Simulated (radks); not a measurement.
Dynamic dipole polarisability and lines of the rhodium ion Rh17+, [Ar] 3d10. All-electron calculation, non-relativistic Kohn-Sham, PBE, spin-unpolarised, spherical densities, point nucleus. Program: a radial shooting solver on a logarithmic mesh with Libxc functionals. Time-dependent linear response with the Hartree and adiabatic LDA kernel, continuum included through the Sternheimer equations. Lines are the poles of the dipole polarisability below minus the highest occupied eigenvalue, found on a grid refined at the orbital gaps; the lowest seven at most are given, and weak or close lines can be missed. The first line takes the name of the lowest orbital gap if no other gap lies below it; otherwise a line is named after a gap within 0.6 % of it, if that gap stands alone.

photon energy (eV)  alpha (bohr^3)
0                          0.03666
35.178                     0.03682
105.53                     0.03798
175.89                     0.04197
246.25                     0.04979
316.60                     0.09668
386.96                     0.07710
457.32                     -0.6172
527.67                     0.05992
598.03                      0.1034
668.39                    -0.07980

Lines (eV, oscillator strength): 328.51 (3.774 nm, 3d-4p), f = 0.445; 452.52 (2.740 nm, unassigned), f = 3.99; 461.46 (2.687 nm, 3p-4s), f = 0.105; 494.32 (2.508 nm, 3d-5p), f = 0.0690; 549.90 (2.255 nm, unassigned), f = 1.44; 552.25 (2.245 nm, unassigned), f = 1.02. Higher lines, where found, are left out when the end of the mesh affects them. Those listed give 66 % of the static polarisability (sum of f/w^2). Orbital energy gaps for comparison: 3d-4p 326.13 eV; 3d-4f 443.03 eV; 3p-4s 460.10 eV; 3d-5p 493.53 eV; 3d-5f 544.86 eV.
